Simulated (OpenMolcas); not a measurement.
**Ionisation energies of lanthanum**

```json
{"Program": "OpenMolcas", "Basis": "ANO-RCC-VDZP [7s6p4d2f1g]", "Scalar Hamiltonian": "DKH2, point nucleus", "Spin-orbit coupling": "RASSI with atomic mean-field integrals over the reference wave functions, term energies averaged over their components"}
```

Active shells in each charge state: the valence d shell, with orbitals averaged over the low states. Where CASPT2's correlated closed shells are named, they are those of the first ion.

A. CASSCF
B. SS-CASPT2, IPEA 0.25 Eh, imaginary shift 0.1 Eh (closed shells correlated: 5s 5p)
C. SS-CASPT2, IPEA 0.25 Eh, imaginary shift 0.1 Eh (closed shells correlated: 4d 5s 5p)
D. SS-CASPT2, IPEA 0.25 Eh, imaginary shift 0.1 Eh (closed shells correlated: none)
E. SS-CASPT2, IPEA 0 Eh, imaginary shift 0.1 Eh (closed shells correlated: 5s 5p)

Energies in eV between the lowest computed levels, named as in B; reference values from the NIST Atomic Spectra Database with their kind.

| From | To | A | B | C | D | E | Spin-orbit share in B | Reference |
| --- | --- | --- | --- | --- | --- | --- | --- | --- |
| La2+ 5d ²D_3/2 | La3+ 5p⁶ ¹S₀ | 18.086 | 18.733 | 18.753 | 18.086 | 18.828 | +0.130 | 19.177 (measured) |

Error against the reference values, in %:

```csv
From,Reference,A,B,C,D,E
La2+,measured,-5.7,-2.3,-2.2,-5.7,-1.8
```

Absolute error against the one measured value: A 1.09 eV, B 0.44 eV, C 0.42 eV, D 1.09 eV, E 0.35 eV. E lies closest.

The lowest level within the active space need not be the ion's true ground level.
